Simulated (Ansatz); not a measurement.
N-butylpyridinium chloride, `CCCC[n+]1ccccc1.[Cl-]` was relaxed with PBE-D4 (def2-SVP) in Ansatz in these states: charge -1 doublet, neutral singlet. The geometries follow in no particular order.

A:

| atom | x (Å) | y (Å) | z (Å) |
| --- | --- | --- | --- |
| C1 | -1.9503 | 2.3478 | 2.4152 |
| C2 | -0.7161 | 2.2433 | 1.5177 |
| C3 | -0.6367 | 0.9094 | 0.7716 |
| C4 | 0.5950 | 0.8233 | -0.1363 |
| N5 | 0.7301 | -0.4563 | -0.8431 |
| C6 | 1.5320 | -1.4567 | -0.2920 |
| C7 | 1.7884 | -2.5968 | -1.1511 |
| C8 | 1.0066 | -2.8290 | -2.2548 |
| C9 | -0.0117 | -1.8909 | -2.6178 |
| C10 | -0.1085 | -0.7243 | -1.8986 |
| H11 | -2.8866 | 2.2571 | 1.8254 |
| H12 | -1.9855 | 3.3170 | 2.9523 |
| H13 | -1.9616 | 1.5397 | 3.1756 |
| H14 | -0.7100 | 3.0846 | 0.7875 |
| H15 | 0.2030 | 2.3734 | 2.1321 |
| H16 | -1.5531 | 0.7683 | 0.1559 |
| H17 | -0.6012 | 0.0569 | 1.4815 |
| H18 | 0.5771 | 1.6328 | -0.8976 |
| H19 | 1.5185 | 0.9647 | 0.4613 |
| H20 | 2.3657 | -1.0613 | 0.3060 |
| H21 | 2.5720 | -3.2994 | -0.8366 |
| H22 | 1.1694 | -3.7257 | -2.8713 |
| H23 | -0.6766 | -2.0621 | -3.4739 |
| H24 | -0.8237 | 0.0721 | -2.1498 |
| Cl25 | 0.5641 | -2.2881 | 1.4410 |

B:

```xyz
25

C     0.356   -3.280    1.880
C     0.529   -1.764    1.950
C    -0.053   -1.033    0.739
C     0.163    0.481    0.845
N    -0.215    1.213   -0.356
C     0.716    1.359   -1.392
C     0.361    1.982   -2.566
C    -0.970    2.485   -2.779
C    -1.904    2.279   -1.727
C    -1.533    1.649   -0.555
H    -0.715   -3.578    1.815
H     0.790   -3.789    2.767
H     0.868   -3.686    0.982
H     0.075   -1.372    2.891
H     1.615   -1.509    1.959
H    -1.133   -1.275    0.589
H     0.514   -1.368   -0.157
H    -0.401    0.907    1.707
H     1.262    0.622    0.997
H     1.716    0.926   -1.163
H     1.131    2.083   -3.346
H    -1.258    2.979   -3.717
H    -2.947    2.622   -1.822
H    -2.223    1.472    0.283
Cl    3.258   -0.405    0.178
```

Question: Judge from the bond lengths which geometry belongs to which state (an estimate).

Answer: A is the neutral singlet (C6–C7 1.450 Å, C7–C8 1.372 Å, N5–C10 1.374 Å); B is the charge -1 doublet (C6–C7 1.376 Å, C7–C8 1.438 Å, N5–C10 1.403 Å).

At PBE-D4/def2-SVP the highest occupied level of the relaxed charge -1 doublet lies above zero (up to 1.25 eV). By energy differences its removal costs 1.32 eV (each at its own geometry, to the charge 0 singlet, at PBE0-D4/def2-TZVP). The charge -1 doublet has come apart into loosely held pieces.
